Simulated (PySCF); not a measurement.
# Identify the compound

The spectra below were simulated for a compound C3H13FOSi4.

¹H NMR (500 MHz, computed): δ 5.70 (m, 1H), 5.42 (d, 2H), 5.12 (s, 3H), 4.49 (m, 2H), 4.05 (t, 3H), 0.31 (m, 2H).

¹³C{¹H} NMR (computed): δ 189.2 (C), 118.5 (CH), -9.1 (CH2).

All values are calculated (PySCF 2.14): shieldings: GIAO PBE0/pcSseg-1, GFN2-xTB structure. Relativity neglected, single conformer, equivalent nuclei averaged, gas phase.

Chemical shifts δ = σref − σ; TMS for ¹H (σ = 31.72 ppm), ¹³C (σ = 186.93 ppm), all at this level.

Choose the structure that fits.
A. F[C@@H]1[SiH2][SiH2]C[C@@H](O[SiH3])[SiH2]1
B. CC(C)O[Si@@H]1[SiH2][SiH2][Si@@H]1F
C. F/C(=C/[SiH2]O[SiH3])[SiH2]C[SiH3]

Answers

C. 

Rings plus π bonds: 1 (no ring in the answer). 3 carbon signals for 3 carbons: no two carbons are equivalent. Carbon types of the structure: 1 × C, 1 × CH, 1 × CH2, leaving 10 H on heteroatoms. δC 189.2: fully substituted alkene carbon. δC 118.5: alkene CH; the olefinic region. δC -9.1: sp3 CH2 bonded to 2 Si; an electropositive neighbour leaves it electron-rich and shielded. δH 5.70: hydrogen on an alkene CH; olefinic region. δH 0.31: hydrogen on an sp3 CH2 bonded to 2 Si; an electropositive neighbour shields it, as in TMS itself.

The others: F[C@@H]1[SiH2][SiH2]C[C@@H](O[SiH3])[SiH2]1 would give 11 signals for carbon-bound and other non-exchanging H, not 6; CC(C)O[Si@@H]1[SiH2][SiH2][Si@@H]1F would give 9 signals for carbon-bound and other non-exchanging H, not 6.

Splittings by ¹⁹F in the carbon and heteronuclear signals aren't shown, as no couplings were computed. Shifts are as computed. Against solution values, carbons near 30 ppm lie about +3 ppm off and those near 130 ppm about +5 ppm. Of 1309 compounds with measured shifts, 239 miss one by over three times the rms of a fit or turn the order of signals round; such compounds aren't used in these exercises. Multiplicities follow the n + 1 count of equivalent neighbours, as no J values were calculated; m marks all less simple cases, F and P coupling included.
